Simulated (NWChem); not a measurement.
Species: C₂H₇S cation; SMILES C[SH+]C

All runs: NWChem. Pople sets run with spherical d functions. All runs use the structure optimised with PBE-D3(BJ)/def2-SVP. Vertical excitations in the gas phase.

Problem. Estimate the computed values for PBE0/6-31G*, full TDDFT. Quantities: lowest excitation, singlet (eV); oscillator strength of that lowest state; orbital gap (eV).

Solution. The lowest excitation, singlet (eV) comes out as 8.23 and the oscillator strength of that lowest state is 0.050. The orbital gap (eV) comes out as 9.65.
